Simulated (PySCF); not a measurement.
CdS, SMILES [S]=[Cd].

The structure is a stationary point at B3LYP-D3(BJ)/def2-TZVPD. The def2 effective core potentials stand for the cores of Cd; spin–orbit coupling is left out.

Two levels are set side by side: TDA-PBE/def2-TZVPD (PySCF) and TDA-ωB97X/def2-TZVPD (PySCF). Vertical, same geometry. The lowest singlet is HOMO→LUMO 100 % with PBE and HOMO→LUMO 98 % with the other functional; states are paired by order. Differences are taken from unrounded values.

```json
[
 {"quantity": "lowest singlet excitation (eV)", "TDA-PBE": "0.59"},
 {"quantity": "lowest triplet excitation (TDA) (eV)", "TDA-PBE": "0.04"},
 {"quantity": "first bright state (f over 0.05) (eV)", "TDA-PBE": "6.28"},
 {"quantity": "its oscillator strength", "TDA-PBE": "1.12"}
]
```

These are the TDA-PBE values. What does TDA-ωB97X give? (Estimate from the structure and the level; the computed values follow.)


```csv
quantity,TDA-ωB97X,TDA-PBE minus TDA-ωB97X
lowest singlet excitation (eV),0.87,-0.28
lowest triplet excitation (TDA) (eV),0.35,-0.30
first bright state (f over 0.05) (eV),3.73,2.55
its oscillator strength,0.17,0.95
```

Functionals without exact exchange tend to place singlet excitations lower, as here. Differences between two approximate levels are no errors against the true value.

Rough cost on one machine, each run with all the roots and properties that it gave: TDA-ωB97X against TDA-PBE about 3 times.
